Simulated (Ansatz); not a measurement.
C8H4F2S2, SMILES Fc1csc(-c2sccc2F)c1. Atoms are numbered in the order given.

```xyz
16

F     -3.6280     0.9689     1.4592
C     -2.6846     0.5097     0.6345
C     -2.9591    -0.0389    -0.5906
S     -1.4927    -0.5209    -1.3743
C     -0.5141     0.0276    -0.0295
C      0.9277    -0.0980    -0.0525
S      1.8033    -0.7890    -1.4011
C      3.3298    -0.5521    -0.6216
C      3.1961     0.0277     0.6137
C      1.8330     0.2788     0.9223
F      1.4623     0.8408     2.0779
C     -1.3057     0.5574     0.9729
H     -3.9301    -0.1794    -1.0587
H      4.2456    -0.8569    -1.1243
H      4.0180     0.2717     1.2861
H     -0.9230     0.9620     1.9069
```
Charge 0, spin multiplicity 1.

Coordinates come from a B3LYP-D3(BJ)/def2-SVP optimisation. Other conformers were not sampled.

Two levels are set side by side: PBE-D3(BJ)/def2-SVP (Ansatz, an electronic-structure program) and B3LYP-D3(BJ)/def2-SVP (Ansatz). Each level has its own optimised geometry; the coordinates shown are those of the second. Differences are taken from unrounded values.

```csv
quantity,B3LYP-D3(BJ),PBE-D3(BJ),PBE-D3(BJ) minus B3LYP-D3(BJ)
mean bond length (Å),1.399,1.405,0.006
bond F1–C2 (Å),1.335,1.340,0.005
bond C2–C3 (Å),1.370,1.382,0.012
bond C2–C12 (Å),1.421,1.422,0.002
bond C3–S4 (Å),1.731,1.731,0.000
bond S4–C5 (Å),1.751,1.755,0.004
bond C5–C6 (Å),1.447,1.446,-0.001
bond C5–C12 (Å),1.383,1.393,0.010
bond C6–S7 (Å),1.750,1.752,0.002
bond C6–C10 (Å),1.383,1.395,0.013
bond S7–C8 (Å),1.730,1.733,0.002
bond C8–C9 (Å),1.371,1.380,0.009
bond C9–C10 (Å),1.420,1.422,0.002
bond C10–F11 (Å),1.337,1.343,0.005
bond C3–H13 (Å),1.087,1.095,0.008
bond C8–H14 (Å),1.088,1.096,0.008
bond C9–H15 (Å),1.090,1.097,0.008
```

GGA bonds tend to be longer and softer than those of functionals with exact exchange. Differences between two approximate levels are no errors against the true value.
